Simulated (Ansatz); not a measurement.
C₆H₅BF₂, SMILES `FB(F)c1ccccc1`. Charge 0, multiplicity 1.

Cartesian coordinates in Å:
```
F 1.570 0.812 2.772
B 1.075 -0.231 2.124
F 1.208 -1.408 2.714
C 0.381 -0.082 0.753
C 0.253 1.173 0.153
C -0.369 1.309 -1.077
C -0.872 0.187 -1.722
C -0.754 -1.067 -1.141
C -0.131 -1.199 0.089
H 0.647 2.048 0.659
H -0.464 2.287 -1.534
H -1.360 0.292 -2.685
H -1.148 -1.940 -1.648
H -0.037 -2.179 0.545
```

Task: What are the harmonic wavenumbers in cm⁻¹ at PBE0-D4/def2-TZVP (Ansatz, finite differences of forces, unscaled)? (Estimate.)

Result: Ansatz gave: 68, 136, 149, 328, 407, 425, 426, 570, 629, 666, 714, 742, 790, 875, 960, 983, 1003, 1023, 1057, 1107, 1108, 1184, 1207, 1335, 1369, 1381, 1404, 1482, 1540, 1641, 1671, 3186, 3193, 3200, 3209, 3216.

Task: Is this a minimum?

Result: Yes, all 36 modes are real.

Task: Give the ideal-gas thermochemistry at 298.15 K and 1 bar (rigid rotor, harmonic oscillator; point group C2v, symmetry number 2).

Result: Zero-point energy 265.5 kJ/mol; H(298) − E = 287.1 kJ/mol; entropy 354.1 J/(mol·K), of which translation 169.2, rotation 115.2, vibration 69.8; G(298) − E = 181.6 kJ/mol. Modes under 100 cm⁻¹ are hindered rotations or soft bends, so the harmonic entropy is rough.
